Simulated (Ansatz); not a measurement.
Harmonic frequencies (cm⁻¹) at PBE0-D4/def2-TZVP from Ansatz: 114, 132, 199, 439, 474, 521, 575, 631, 665, 684, 739, 804, 837, 877, 884, 904, 940, 985, 1001, 1072, 1218, 1430, 2128, 2139, 2150, 2258, 2278, 3126, 3150, 3205.

(1) Which molecule is it?
A. `[AlH2][SiH]1CSC1`
B. `[GeH3][CH]1C[SiH2]1`
C. `[SiH3][CH]1[CH2][GeH2]1`
D. `[SiH3]/C=[CH]/[GeH3]`

Answers

(1) B.
